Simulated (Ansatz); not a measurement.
`[Cl][GeH]([Cl])[Cl]` + `NB([SeH])CO` → `[Cl][GeH]([Cl])[SeH]` + `NB(Cl)CO`  (redistribution)

Program: Ansatz. Geometries: PBE0-D4/def2-TZVP. ΔE: electronic, gas phase. CCSD(T)/CBS is the MP2 limit (def2-TZVPP, def2-QZVPP) plus CCSD(T) − MP2 in def2-TZVPP, frozen cores. This one scheme is used for every species. Functionals use def2-TZVPP. For Ge, Se outer-core shells are correlated without core-valence functions, which leaves a few kJ/mol of doubt a bond. Scalar relativity is left out up to krypton. One conformer a species, not always the lowest.

```csv
level,ΔE (eV)
r2SCAN,-0.24
SCS-MP2/def2-QZVPP,-0.21
MP2/CBS(def2),-0.23
CCSD/CBS(def2),-0.23
```

What does CCSD(T)/CBS give? (An estimate is asked.)

Computed: -0.22 eV. The listed levels differ from it by -0.02, 0.01, -0.01, -0.01 eV.

Largest T1 diagnostic among the species: 0.011.
